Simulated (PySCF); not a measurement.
# Dipole response of Cs³¹⁺ (caesium, charge +31)

[Ar] 3d6, high-spin 5D determinant. Calculation: PySCF 2.14, in an even-tempered Gaussian basis (18 s from 4.7 bohr⁻², ratio 2.5; 12 p from 6.1 bohr⁻², ratio 2.5; 8 d from 6.1 bohr⁻², ratio 2.5; 4 f from 25 bohr⁻², ratio 2.7; 3 g from 37 bohr⁻², ratio 2.7); scalar relativity by spin-free X2C-1e. Coupled (time-dependent) response in atomic units; α is the mean over directions.

```
method  mean α (bohr³)                 α xx, yy, zz  C₆ (like pair)      S(−4)
   UHF         0.01033  0.009759, 0.009759, 0.01148        0.001837  5.982e-05
```

S(−4) is the Cauchy moment in α(ω) = α(0) + S(−4) ω² + …

Spin-orbit coupling is absent.

α(iu) at UHF:

| u (hartree) | α(iu) (bohr³) |
| --- | --- |
| 0 | 0.01033 |
| 2.00 | 0.01010 |
| 4.00 | 0.009508 |
| 8.00 | 0.007991 |
| 12.0 | 0.006745 |
| 16.0 | 0.005867 |
| 20.0 | 0.005231 |
| 30.0 | 0.004151 |
| 40.0 | 0.003396 |
| 60.0 | 0.002349 |
| 100 | 0.001252 |

A single London oscillator, α(iu) = α/(1 + u²/ω²), gives C₆ = (3/4) ω α². Matching the computed C₆ needs ω = 4 × 0.001837 / (3 × 0.01033²) = 23.0 hartree.

For an ion, C₆ is the dispersion term alone; charge-induced terms of lower order in 1/R come first.

The components differ because the open shell of this determinant is not spherical; for a pure term their mean is the scalar polarisability.

Spin-orbit coupling, absent here, splits the open shell strongly.
